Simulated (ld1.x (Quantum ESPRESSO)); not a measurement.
Hf (Z = 72), ultrasoft: configuration errors across variants

- Element: Hf
- Generator: ld1.x (Quantum ESPRESSO) 7.5
- Type: ultrasoft
- Functional: PBE
- Relativity: scalar-relativistic
- Frozen core: [Xe] 4f14
- Valence charge: 4
- Reference configuration: 5d2 6s2 6p0
- Partial waves: 6s (bound): rcut 2.25, rcutus 2.75 bohr; 6s channel at 1.2 Ry: rcut 2.25, rcutus 2.75 bohr; 6p (bound, empty): rcut 3.40, rcutus 4.05 bohr; 6p channel at 3.1 Ry: rcut 3.40, rcutus 4.05 bohr; 5d (bound): rcut 2.40, rcutus 2.85 bohr; 5d channel at 0.1 Ry: rcut 2.40, rcutus 2.85 bohr
- Local potential: all-electron potential smoothed inside 2.05 bohr (lloc = -2)
- Core correction: a·sin(br)/r model core inside 2.10 bohr
- Augmentation charge: PSQ, inside the norm-conserving radii

All-electron excitation energies from the reference (eV): (1) 5d2 6s1 6p0 7.976; (2) 5d2 6s0 6p0 22.156; (3) 5d1 6s0 6p0 43.950; (4) 5d2 6s1 6p1 3.826; (5) 5d1 6s2 6p0 6.498; (6) 5d2.5 6s1.5 6p0 1.255.

2 further variants failed, have other tests or another functional or relativity, and are left out.

A true bound ghost makes a file unfit for plane-wave use even where its test errors are small: the radial tests pick states by their node count and pass the ghost by.

Errors AE − PS in meV (a dash: test not solved or not reliable):

```tsv
change	(1)	(2)	(3)	(4)	(5)	(6)	bound ghosts
base	-2.4	-16	-259	+0.2	-17	+0.5	none
waves 5d (bound): rcut 2.40, rcutus 3.94 bohr; 5d channel at 0.1 Ry: rcut 2.40, rcutus 3.94 bohr	-23	-104	-175	-4.2	+14	–	none
waves 6s (bound): rcut 2.25, rcutus 2.84 bohr; 6s channel at 1.2 Ry: rcut 2.25, rcutus 2.84 bohr	-2.6	-16	-256	+0.2	-17	+0.4	none
local potential all-electron potential smoothed inside 2.58 bohr (lloc = -2)	-2.4	-16	-256	+0.2	-16	+0.7	none
wave 6p channel at 3.1 Ry: rcut 3.40, rcutus 4.05 bohr becomes 6p channel at 0.04 Ry: rcut 3.40, rcutus 4.05 bohr	-2.4	-16	-259	+0.3	-17	+0.5	none
local potential all-electron potential smoothed inside 3.40 bohr (lloc = -2)	-2.5	-16	-264	+0.2	-17	+0.3	none
type TM; waves now 6s (bound): rc 2.75 bohr; 6p (bound): rc 4.05 bohr; 5d (bound): rc 2.85 bohr; local potential the d channel	-7.7	-37	-217	+4.7	-55	-9.8	s
```

(1) Give the same row for: waves 6p (bound): rcut 3.40, rcutus 5.42 bohr; 6p channel at 3.1 Ry: rcut 3.40, rcutus 5.42 bohr.

Results:

(1) -2.4, -16, -259, -11, -17, +0.5; bound ghosts: p.
